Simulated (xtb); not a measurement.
F2Ge, triplet, at a GFN2-xTB geometry (the spin is typed, not shown lowest). Base run: GFN0-xTB run with xtb.

xtb was given this input:
```
$ xtb mol.xyz --gfn 0 --uhf 2 --json

# file mol.xyz
3

Ge     0.01078596    -0.00766682     0.33769324
F      0.83389596     1.52835128    -0.59320123
F     -0.87224604    -1.50109147    -0.60748585
```

Variants of this job, named by their change:

```tsv
change	ΔE vs base (kJ/mol)
base	0.00
acc = 0.0001	0.00
etemp = 1000	-1.25
acc = 1000	0.00
acc = 30	0.00
```
